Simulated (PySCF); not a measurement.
Start geometry of (I2B-mu-PH2)2 (B2H4I4P2) from GFN2-xTB (Å):
```
atom  x, y, z in Å
B1    -0.5578    0.4514   -1.1430
I2    -1.0684    2.6692   -1.3427
I3    -1.2496   -0.7856   -2.8643
P4     1.3405    0.2037   -0.5855
B5     0.6109   -0.5405    1.1260
I6     1.1692    0.8192    2.8221
I7     1.0917   -2.6755    1.3649
P8    -1.1955   -0.1861    0.5568
H9     2.0011   -0.6294   -1.3122
H10    2.0919    1.2801   -0.5080
H11   -2.1112   -1.3138    0.5475
H12   -2.0074    0.6246    1.3894
```

Q: What comes out of this run: PBE0-D3(BJ)/def2-SVP geometry optimisation, gas phase, def2 core potentials past Kr in PySCF?

A: 
```
atom  x, y, z in Å
B1    -0.6259    0.5277   -1.1575
I2    -1.0468    2.6874   -1.2816
I3    -1.2240   -0.7271   -2.8654
P4     1.2490    0.1838   -0.5859
B5     0.6464   -0.5257    1.1721
I6     1.1940    0.8223    2.8268
I7     1.1175   -2.6650    1.4042
P8    -1.2304   -0.2282    0.5806
H9     1.9712   -0.7282   -1.3893
H10    2.0895    1.3197   -0.5327
H11   -2.0287   -1.3925    0.4896
H12   -1.9962    0.6430    1.3900
```

The energy falls by 53.9 kJ/mol over 6 energy and gradient evaluations, the largest force component goes from 0.0800 to 3.8e-04 Eh/bohr, and the atoms move by 0.076 Å rms after alignment. The bond that changes most is P4–H9 (ends: phosphorus bonded to 2 B and 2 H; hydrogen on phosphorus), which lengthens by 0.126 Å. Bonds longer at the end by more than 0.005 Å: 4 of 12; shorter: 5. Among the angles that change most is H11–P8–H12, from 95.0° to 103.8°. Rotational constants go from 257.3, 143.2, 97.1 to 259.9, 142.9, 97.1 MHz. The orientation of the end geometry is arbitrary; only internal coordinates are fixed.

The run used 188 basis functions and 48 SCF cycles in all. The run took 2.3 min on AMD EPYC 9R45, one thread, on a shared host, and the process peaked at 1.2 GiB of memory.

No PBE0-D3(BJ)/def2-SVP frequencies stand behind this structure, so it isn't proved a minimum. One conformer, not necessarily the lowest.
